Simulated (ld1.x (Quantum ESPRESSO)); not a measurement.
# Configuration tests for titanium (Ti) (TM)

```
Element                 : titanium (Ti)
Generator               : ld1.x (Quantum ESPRESSO) 7.5
Type                    : norm-conserving Troullier–Martins (Kleinman–Bylander form)
Functional              : LDA (PZ)
Relativity              : scalar-relativistic
Frozen core             : [Ar]
Valence charge          : 4
Reference configuration : 3d2 4s2 4p0
Partial waves           : 4s (bound): rc 2.40 bohr; 4p (bound, empty): rc 1.30 bohr; 3d (bound): rc 2.50 bohr
Local potential         : the d channel
Core correction         : Bessel-smoothed model core, default radius (core density twice the valence density)
```

Energies are relative to the spin-unpolarised reference configuration 3d2 4s2 4p0; without spin polarisation the order of configurations can differ from experiment. Spin-polarised rows fill each open shell by Hund’s rule, majority spin first. Not all tests gave a result: 1 of 9 tests not solved or not reliable. Left out of the table: 3d1 4s2 4p1 (solver errors, printed error -2.6 eV).

Task: Give the all-electron excitation energy and the error of the potential for: 3d2 4s1 4p0; 3d2 4s0 4p0; 3d1 4s0 4p0; 3d2 4s1.5 4p0; 3d1 4s2 4p0; 3d2.5 4s1.5 4p0; 3d2 4s2 4p0 (spin-polarised); 3d2 4s1 4p0 (spin-polarised).

Result:

| valence configuration | charge | ΔE all-electron (eV) | error AE − PS (meV) |
| --- | --- | --- | --- |
| 3d2 4s1 4p0 | +1 | 7.536 | -3.3 |
| 3d2 4s0 4p0 | +2 | 21.336 | -34 |
| 3d1 4s0 4p0 | +3 | 48.525 | -302 |
| 3d2 4s1.5 4p0 | +0.5 | 3.016 | -0.6 |
| 3d1 4s2 4p0 | +1 | 9.980 | -112 |
| 3d2.5 4s1.5 4p0 | 0 | 0.324 | -28 |
| 3d2 4s2 4p0 (spin-polarised) | 0 | -0.670 | +100 |
| 3d2 4s1 4p0 (spin-polarised) | +1 | 6.292 | +115 |

Levels in the configuration 3d2 4s1 4p0:

```tsv
level	all-electron (eV)	pseudo (eV)
3d	-11.640	-11.646
4s	-10.601	-10.609
```

Note: ghost states, extra bound levels that the all-electron valence spectrum of the same l lacks: p at -65.4 eV, s at -62.3 eV. A true bound ghost makes a file unfit for plane-wave use. The 4p radius (1.30 bohr) lies inside the outermost node of the all-electron wave (1.39 bohr), which a nodeless pseudo-wave cannot match soundly.
